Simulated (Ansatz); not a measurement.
Molecule: C2H8Cl2OSi2 (charge 0, singlet). 
Geometry from a B3LYP-D3(BJ)/def2-TZVP (Ansatz, an electronic-structure program) optimisation:
```
Si
O 1 1.6682
Si 2 1.6038 1 143.13
H 3 1.4627 2 110.75 1 -165.89
H 1 1.4807 2 105.57 3 -152.06
C 1 1.8622 5 110.64 2 116.99
H 6 1.0916 1 111.09 5 -57.85
H 6 1.0921 7 108.12 1 121.60
H 6 1.0926 7 107.97 8 116.74
C 1 1.8634 5 110.73 2 -118.09
H 10 1.0913 1 111.21 5 58.38
H 10 1.0924 11 107.99 1 -121.87
H 10 1.0926 11 108.08 12 -116.51
Cl 3 2.0538 4 108.82 2 121.66
Cl 3 2.0592 4 108.84 2 -121.06
```

Basis-set convergence of Hartree-Fock and CCSD correlation energies (hartree) with Ansatz. Valence correlation only, unless marked. No spin-orbit coupling. No relativistic terms.

```
basis        functions        E(HF)  E(corr, CCSD)
-----------  ---------  -----------  -------------
cc-pV(D+d)Z        174  -1652.38494       -1.01750
cc-pV(T+d)Z        358  -1652.50791       -1.28110
cc-pV(Q+d)Z        661  -1652.53421       -1.36949
```

Extrapolating the two largest sets (X = 3 and 4) as X^-3: E(corr) = (64·(-1.36949) - 27·(-1.28110))/37 = -1.4340 Eh, an estimate of the basis-set limit. The largest set recovers 95.5 % of it, the smallest 71.0 %.
